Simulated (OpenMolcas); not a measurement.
Computed levels of 3s2 3p3 in ions with 15 electrons, in cm-1 above 4S* 3/2.

```yaml
Program: OpenMolcas
Method: SS-CASPT2, IPEA 0.25 Eh, imaginary shift 0.1 Eh
Basis: ANO-RCC-VTZP
Scalar_Hamiltonian: DKH2, point nucleus
Spin-orbit_coupling: RASSI with atomic mean-field integrals over the reference wave functions, term energies averaged over their components
```

Active space for each ion: 5 electrons in 4 orbitals (3s 3p); closed shells correlated by CASPT2: 2s 2p.

| Level | S+ | Ar3+ |
| --- | --- | --- |
| 2D* 3/2 | 15660 | 22110 |
| 2D* 5/2 | 15680 | 22220 |
| 2P* 1/2 | 25130 | 35740 |
| 2P* 3/2 | 25140 | 35850 |

Problem. Estimate 2D* 3/2, 2D* 5/2 for Cl2+ from its neighbours S+ and Ar3+.

Solution. 2D* 3/2 is another term, which grows about linearly with the charge: (15660 + 22110) / 2 = 18885. The calculation gives 18940, so the estimate is off by -0.3 %; the measured value is 18053 (Moore, Atomic Energy Levels, vol. I, NSRDS-NBS 35 (1971 reprint of NBS Circular 467, 1949)).
2D* 5/2 is another term, which grows about linearly with the charge: (15680 + 22220) / 2 = 18950. The calculation gives 19000, so the estimate is off by -0.3 %; the measured value is 18120 (Moore, Atomic Energy Levels, vol. I, NSRDS-NBS 35 (1971 reprint of NBS Circular 467, 1949)).

Term energies are means over components that CASPT2 splits; among the terms shown or strongly mixed into the levels shown the widest spread is 240 cm-1 (3s2 3p3 2D*, S+). Over all roots computed the reference weight is 0.88 to 0.96 in S+, 0.87 to 0.96 in Cl2+, 0.89 to 0.97 in Ar3+; the roots of lowest weight are the least certain, and an intruder state may touch them. Computed and measured levels are paired by configuration, term and J; levels that our copy of the source lacks, or whose pairing is in doubt (as where it misses far off the trend of its configuration), stay unpaired and out of the deviations. Only configurations of the active space appear.

* marks odd parity.
